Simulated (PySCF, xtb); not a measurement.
ZnF, SMILES [F][Zn+], charge +1.

Harmonic wavenumbers (cm⁻¹) from GFN2-xTB (xtb 6.7.1) at its own minimum, in rising order: 408.

Task: What does B3LYP-D3(BJ)/def2-TZVPD run with PySCF give at its own minimum? (The exact figures need the calculation; the answer reports its results.)

Result: 699. Paired by order, the mean absolute difference is 291 cm⁻¹ and the zero-point energies are 0.6 and 1.0 kcal/mol.
